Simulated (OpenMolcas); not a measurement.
# W4+: ligand-field states by method

W4+ with 6 ligands (water) in tetragonal octahedral coordination (D2h) at 2.02 Å, the axial distance 1.980 Å. Ligand basis ANO-RCC-VDZP.
```
W     0.0000    0.0000    0.0000
O     2.0200    0.0000    0.0000
H     2.5970    0.7797    0.0000
H     2.5970   -0.7797    0.0000
O     0.0000    2.0200    0.0000
H     0.0000    2.5970    0.7797
H     0.0000    2.5970   -0.7797
O    -2.0200    0.0000    0.0000
H    -2.5970    0.7797    0.0000
H    -2.5970   -0.7797    0.0000
O     0.0000   -2.0200    0.0000
H     0.0000   -2.5970    0.7797
H     0.0000   -2.5970   -0.7797
O     0.0000    0.0000    1.9796
H     0.7797    0.0000    2.5566
H    -0.7797    0.0000    2.5566
O     0.0000    0.0000   -1.9796
H     0.7797    0.0000   -2.5566
H    -0.7797    0.0000   -2.5566
```

```yaml
Program: OpenMolcas
Basis: ANO-RCC-VDZP [7s6p4d2f1g]
Scalar_Hamiltonian: DKH2, point nucleus
Active_space: 2 electrons in 5 orbitals (5d)
State_averaging: 2S+1 = 3 even, 10 roots; 2S+1 = 1 even, 15 roots
Spin-orbit_coupling: RASSI with atomic mean-field integrals over the reference wave functions
```

I. CASSCF
II. SS-CASPT2, IPEA 0.25 Eh, imaginary shift 0.1 Eh (the lowest 17 gerade and 15 ungerade orbitals frozen, chosen by energy and not by shell, so the metal 5p can be frozen and 4f correlated)

Spin-free states in cm-1, each column counted from its own energy of the first state listed:

| State | Degeneracy | I | II |
| --- | --- | --- | --- |
| 2S+1 = 3 | 1 | 0 | 0 |
| 2S+1 = 3 | 1 | 771 | 900 |
| 2S+1 = 3 | 1 | 897 | 970 |
| 2S+1 = 1 | 1 | 9451 | 7990 |
| 2S+1 = 1 | 1 | 9718 | 8050 |
| 2S+1 = 1 | 1 | 10198 | 8890 |
| 2S+1 = 1 | 1 | 10379 | 8980 |
| 2S+1 = 1 | 1 | 10830 | 9130 |
| 2S+1 = 1 | 1 | 23003 | 19480 |
| 2S+1 = 3 | 1 | 37215 | 36890 |
| 2S+1 = 3 | 1 | 37903 | 37700 |
| 2S+1 = 3 | 1 | 39549 | 39170 |
| 2S+1 = 3 | 1 | 44725 | 42890 |
| 2S+1 = 1 | 1 | 47150 | 44860 |
| 2S+1 = 3 | 1 | 47263 | 45270 |
| 2S+1 = 1 | 1 | 47677 | 45610 |
| 2S+1 = 3 | 1 | 48125 | 46250 |
| 2S+1 = 1 | 1 | 49169 | 47080 |
| 2S+1 = 1 | 1 | 50243 | 47710 |
| 2S+1 = 1 | 1 | 51814 | 49500 |

From I to II, I's first state of the same spin (2S+1 = 3) moves from 771 to 900 cm-1, by about +130 cm-1.

From I to II, I's first state of another spin (2S+1 = 1) moves from 9451 to 7990 cm-1, by about -1500 cm-1.

χT at 300 K: I 0.17, II 0.16 cm3 K/mol.

The states above are spin-free; spin-orbit coupling is strong here and shifts and splits them by thousands of cm-1.

Over all roots computed the reference weight is 0.70 to 0.71 in II; a low but even weight reflects the number of correlated electrons. Spin-orbit coupling mixes the spin-free states strongly: the lowest level takes only 70 % from its leading state, an unlabelled state of the same spin as most of the rest. The least metal-like active orbital is 73 % on the metal (Löwdin) and no ligand orbital is active, so the numbers are rough. Ligand-to-metal charge-transfer states are missing. With no ligand orbital active B as a rule stays too high, so bands that hang on it stand too high and its fall with covalency is understated. Without dynamic correlation the repulsion within the d shell is too large (B by tens of per cent), so at a given field states of lower spin stand too high (holds for I). With metal d orbitals alone the field can be off either way by tens of per cent (holds for I). With one d shell and no ligand orbital active, 10Dq can be off by a tenth or more (holds for II). No measured value stands beside these numbers; the geometry is a model, was not optimised and need not be the one that this ion takes.

A state without a sure symmetry label is named by its multiplicity alone.
